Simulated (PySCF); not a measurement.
CH₃ISSe, SMILES CS[Se]I. Atoms are numbered in the order given.

```xyz
7

Se    -0.1318    -0.6343     1.0421
I      0.7160     1.3251    -0.3896
S     -0.7046    -2.1463    -0.3878
C     -2.3570    -1.6205    -0.9118
H     -3.0427    -1.5543    -0.0570
H     -2.7126    -2.3906    -1.6132
H     -2.2996    -0.6551    -1.4342
```

The structure is a stationary point at PBE0-D3(BJ)/def2-SVP. The structure was generated by enumeration, and PubChem lists no compound with its InChIKey, so it may never have been made. The def2 effective core potentials stand for the cores of I; spin–orbit coupling is left out. The values are those of a single conformer.

Method: TDDFT-ωB97X/def2-SVPD in PySCF.

Vertical excitations. Gas-phase values at a fixed geometry.

Computed UV-visible absorptions:
```csv
state,energy (eV),λ (nm),f,main pairs
S1,2.51,493,0.001,HOMO→LUMO 98 %
S2,3.56,348,0.006,"HOMO−2→LUMO 68 %, HOMO−1→LUMO 29 %"
S3,4.14,300,0.069,"HOMO−1→LUMO 45 %, HOMO−2→LUMO 24 %, HOMO−3→LUMO 16 %"
S4,4.32,287,0.002,"HOMO→LUMO+1 65 %, HOMO−3→LUMO 22 %"
S5,4.53,274,0.057,"HOMO−3→LUMO 56 %, HOMO→LUMO+1 16 %, HOMO−1→LUMO 14 %"
S6,4.99,249,0.025,HOMO−1→LUMO+1 81 %
S7,6.23,199,0.024,"HOMO−4→LUMO 62 %, HOMO−2→LUMO+1 22 %"
S8,6.34,195,0.049,"HOMO−2→LUMO+1 57 %, HOMO−4→LUMO 28 %"
S9,6.59,188,0.014,"HOMO→LUMO+2 44 %, HOMO−3→LUMO+1 18 %, HOMO→LUMO+4 10 %, HOMO→LUMO+3 7 %"
S10,6.74,184,0.050,"HOMO−1→LUMO+4 27 %, HOMO−3→LUMO+1 18 %, HOMO→LUMO+4 12 %, HOMO−1→LUMO+5 7 %"
T1,1.95,635,0,HOMO→LUMO 96 %
T2,2.99,415,0,"HOMO−2→LUMO 53 %, HOMO−1→LUMO 42 %"
T3,3.24,383,0,"HOMO−1→LUMO 47 %, HOMO−2→LUMO 42 %"
T4,3.76,330,0,"HOMO→LUMO+1 65 %, HOMO−3→LUMO 17 %"
```
Triplets are in the Tamm–Dancoff approximation, which puts them higher than full response would, so one can lie above its singlet here.
